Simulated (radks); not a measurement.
Q: All-electron atom: Au+ in [Xe] 4f14 5d9.5 6p0.5 (fractional occupations, a model configuration). Calculated with a radial shooting solver on a logarithmic mesh with Libxc functionals: Dirac Kohn-Sham, exchange-only LDA, spin-unpolarised, spherical densities, finite nucleus; open shells fill j = l - 1/2 first; Fermi nuclear charge, rms radius 5.4371 fm.

Spin-orbit splittings of the eigenvalues, e(l+1/2) - e(l-1/2), with zeta = 2 splitting/(2l+1) and mean radii in bohr:

shell  occ.  splitting (eV)  zeta (eV)  <r> j=l-1/2  <r> j=l+1/2
2p        6            1833       1222      0.05800      0.06655
3p        6           404.5      269.6       0.1737       0.1894
3d       10           87.01      34.80       0.1649       0.1697
4p        6           97.23      64.82       0.4095       0.4438
4d       10           18.11      7.244       0.4522       0.4635
4f       14           3.812      1.089       0.4955       0.5025
5p        6           16.69      11.12        1.002        1.102
5d      9.5               ?          ?        1.520        1.588
5f        0      0.00001654  4.726e-06        15.61        15.61
6p      0.5           1.073     0.7155        3.334        3.719
6d        0         0.04273    0.01709        7.491        7.672
7p        0          0.1757     0.1172        9.111        9.857

Estimate the 5d splitting.

A: 1.617 eV (zeta = 0.6468 eV).
